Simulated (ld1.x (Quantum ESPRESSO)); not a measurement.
**u(r) = r·R(r): atom against pseudo-atom (iodine (I))**

Columns: radius, all-electron u(r) and pseudo u(r) of the 5p shell (level -7.15 eV) of iodine in the configuration [Kr] 4d10 5s2 5p5; PBEsol, non-relativistic, TM scheme, ld1.x (Quantum ESPRESSO) 7.5.

| r (bohr) | all-electron | pseudo |
| --- | --- | --- |
| 0.098 | 0.0825 | -0.0026 |
| 0.195 | -0.1918 | -0.0101 |
| 0.292 | -0.1612 | -0.0227 |
| 0.390 | 0.0480 | -0.0406 |
| 0.488 | 0.2372 | -0.0637 |
| 0.585 | 0.3285 | -0.0918 |
| 0.682 | 0.3236 | -0.1253 |
| 0.780 | 0.2480 | -0.1645 |
| 0.878 | 0.1317 | -0.2091 |
| 0.975 | 0.0001 | -0.2584 |
| 1.072 | -0.1319 | -0.3123 |
| 1.170 | -0.2562 | -0.3705 |
| 1.268 | -0.3660 | -0.4310 |
| 1.365 | -0.4585 | -0.4908 |
| 1.463 | -0.5353 | -0.5484 |
| 1.560 | -0.5955 | -0.5996 |
| 1.658 | -0.6419 | -0.6426 |
| 1.755 | -0.6749 | -0.6749 |
| 1.852 | -0.6967 | -0.6967 |
| 1.950 | -0.7089 | -0.7089 |
| 2.047 | -0.7127 | -0.7127 |
| 2.145 | -0.7097 | -0.7097 |
| 2.242 | -0.7012 | -0.7012 |
| 2.340 | -0.6880 | -0.6880 |
| 2.438 | -0.6712 | -0.6712 |
| 2.535 | -0.6518 | -0.6518 |

(1) How many radial nodes do the two functions have?

(2) At about which radius was the pseudo-wave matched?

(3) Is the pseudo-wave norm-conserving?

Results:

(1) The all-electron 5p function has n − l − 1 = 3; the pseudo-wave has 0, since the states of the same l below it are removed with the core.

(2) 1.90 bohr. The columns agree to 0.0005 from 1.75 bohr on; several derivatives are matched, so the curves merge somewhat inside the radius.

(3) Yes: the TM scheme keeps the norm inside the radius equal to the all-electron one, which fixes the energy derivative of the logarithmic derivative at the level.
